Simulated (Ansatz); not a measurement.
Start from `[CH3][Ge]([NH2])([OH])[Cl]` and change one atom or group to get `[CH3][Ge]([NH2])([F])[Cl]`.

Ansatz, PBE0-D4/def2-TZVP geometries, multiplicity 1. Each molecule was computed in one conformer, which needn't be the lowest.

Scalar relativity is left out up to krypton.

```
                                          property  `[CH3][Ge]([NH2])([OH])[Cl]`
             HOMO energy (ωB97M-V/def2-TZVPP) / eV                        -10.21
size of the dipole moment (ωB97M-V/def2-TZVPP) / D                          1.24
  size of the dipole moment (B3LYP/def2-TZVPP) / D                          1.26
                 LUMO energy (PBE/def2-TZVPP) / eV                         -0.64
                 HOMO energy (PBE/def2-TZVPP) / eV                         -6.38
             HOMO–LUMO gap (B3LYP/def2-TZVPP) / eV                          7.52
```

Question: What does the change do to each property? (An estimate is asked.)

Answer: Ansatz gave: 
```tsv
property	`[CH3][Ge]([NH2])([F])[Cl]`	shift
HOMO energy (ωB97M-V/def2-TZVPP) / eV	-10.46	-0.25
size of the dipole moment (ωB97M-V/def2-TZVPP) / D	2.84	1.60
size of the dipole moment (B3LYP/def2-TZVPP) / D	2.87	1.61
LUMO energy (PBE/def2-TZVPP) / eV	-0.86	-0.22
HOMO energy (PBE/def2-TZVPP) / eV	-6.62	-0.24
HOMO–LUMO gap (B3LYP/def2-TZVPP) / eV	7.58	0.06
```

With PBE0 the HOMO falls by 0.25 eV and the LUMO falls by 0.19 eV, so the gap widens by about 0.06 eV. PBE moves the HOMO by -0.24 eV and ωB97M-V by -0.25 eV. Dipoles are sizes alone; their direction can turn.

B3LYP here is the variant with VWN-RPA as its local correlation; programs differ in this.
